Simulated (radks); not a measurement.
Task: Ionisation ladder of arsenic, from As XXIII to As XXXIII. Each ion is in the ground configuration listed by NIST, and IE = E(next ion) - E(this ion), with E = 0 for the bare nucleus. Method: Dirac Kohn-Sham, PBE, spin-unpolarised, spherical densities, point nucleus; open shells are shared between the two j in proportion to 2j + 1; computed with a radial shooting solver on a logarithmic mesh with Libxc functionals.

species    configuration  IE, Delta-SCF (eV)  -e(HOMO) (eV)   HOMO  <r> HOMO (bohr)
As XXIII        [Ne] 3s1              958.00         935.67  3s1/2            0.493
As XXIV             [Ne]              2371.6         2293.0  2p3/2            0.174
As XXV      [He] 2s2 2p5                   ?         2424.7  2p3/2            0.172
As XXVI     [He] 2s2 2p4              2640.5         2558.8  2p3/2            0.169
As XXVII    [He] 2s2 2p3              2778.3         2695.1  2p3/2            0.167
As XXVIII   [He] 2s2 2p2              2917.8         2833.3  2p3/2            0.165
As XXIX     [He] 2s2 2p1                   ?         2973.2  2p3/2            0.163
As XXX          [He] 2s2                   ?         3234.9  2s1/2            0.187
As XXXI         [He] 2s1              3408.6         3352.2  2s1/2            0.185
As XXXII            [He]                   ?        14257.5  1s1/2           0.0451
As XXXIII            1s1             14985.3        14760.5  1s1/2           0.0447

Estimate the withheld Delta-SCF values.

Result: As XXV: 2504.9 eV (NIST 2486); As XXIX: 3058.7 eV (NIST 3088); As XXX: 3293.9 eV (NIST 3287); As XXXII: 14510.7 eV (NIST 14447.7).

Beside tabulated values, note that spin-unpolarised runs miss the spin-polarisation part of the exchange energy of open shells.
